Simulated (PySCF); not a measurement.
C3H6O3, SMILES COC(=O)OC.

Geometry optimised at PBE0-D3(BJ)/def2-SVP.

The numbers are results of M06-2X/def2-TZVP run with PySCF, not measurements.

Symmetry labels are those of the subgroup C2v that the program uses (full group C2v).

Computed valence orbital energies around the gap with their symmetry:
```tsv
orbital	symmetry	energy (eV)
HOMO−7	A1	-14.31
HOMO−6	B1	-13.97
HOMO−5	B2	-12.83
HOMO−4	B1	-12.27
HOMO−3	A1	-11.84
HOMO−2	B2	-10.55
HOMO−1	A2	-10.40
HOMO	B1	-10.27
LUMO	A1	1.96
LUMO+1	B2	2.20
LUMO+2	B1	2.56
LUMO+3	A1	2.82
```
